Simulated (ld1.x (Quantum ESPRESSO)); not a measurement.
## Scattering properties, RRKJ potential for antimony

antimony, norm-conserving RRKJ (Kleinman–Bylander form), made with ld1.x (Quantum ESPRESSO) 7.5 (PBEsol, scalar-relativistic). Core [Kr] 4d10, reference 5s2 5p3. Waves: 5p (bound): rc 2.50 bohr; 5d channel at 0.25 Ry: rc 2.20 bohr; 5s (bound): rc 1.80 bohr. Local part: the s channel. Core correction: none.

The phase is arctan(r·u′/u) with u = r·R(r), unwrapped; energies in Ry, scanned from -3 to 5 Ry. A pole is an energy at which the radial function vanishes at the test radius. The pseudo phase is shifted by a multiple of π to meet the all-electron one at the reference energy, and phase errors are pseudo minus all-electron; the curves can meet again beyond the range given. Levels narrower than the energy grid can be missing from the lists of poles.

```
channel  radius (bohr)  reference energy (Ry)  poles, all-electron  poles, pseudo  unbroken range about the reference energy with phases within 0.05 rad  phase error 1 Ry above the reference energy (rad)
      s           2.72                  -0.95                 0.02           0.01                                                              below 2.1                                             -0.002
      p           2.72                  -0.36                 1.23           1.21                                                              below 3.5                                             -0.002
      d           2.72                   0.25          -2.42, 3.37           2.85                                                            -2.2 to 0.9                                             -0.081
```

Note: ghost state, extra bound levels that the all-electron valence spectrum of the same l lacks: d at -546.2 eV. A true bound ghost makes a file unfit for plane-wave use.

Phases in the s channel:

| E (Ry) | all-electron | pseudo |
| --- | --- | --- |
| -3.00 | 1.285 | 1.284 |
| -2.76 | 1.259 | 1.258 |
| -2.52 | 1.225 | 1.224 |
| -2.28 | 1.178 | 1.177 |
| -2.04 | 1.106 | 1.105 |
| -1.80 | 0.986 | 0.984 |
| -1.56 | 0.745 | 0.742 |
| -1.32 | 0.180 | 0.177 |
| -1.08 | -0.679 | -0.680 |
| -0.84 | -1.153 | -1.153 |
| -0.60 | -1.360 | -1.360 |
| -0.36 | -1.470 | -1.471 |
| -0.12 | -1.540 | -1.542 |
| 0.12 | -1.590 | -1.592 |
| 0.36 | -1.629 | -1.633 |
| 0.60 | -1.663 | -1.668 |
| 0.84 | -1.695 | -1.701 |
| 1.08 | -1.726 | -1.735 |
| 1.32 | -1.758 | -1.771 |
| 1.56 | -1.794 | -1.813 |
| 1.80 | -1.836 | -1.865 |
| 2.04 | -1.889 | -1.934 |
| 2.28 | -1.958 | -2.034 |
| 2.52 | -2.057 | -2.194 |
| 2.76 | -2.209 | -2.481 |
| 3.00 | -2.464 | -2.999 |
| 3.24 | -2.895 | -3.625 |
| 3.48 | -3.451 | -4.037 |
| 3.72 | -3.885 | -4.258 |
| 3.96 | -4.142 | -4.386 |
| 4.20 | -4.294 | -4.468 |
| 4.44 | -4.392 | -4.525 |
| 4.68 | -4.458 | -4.568 |
| 4.92 | -4.507 | -4.601 |
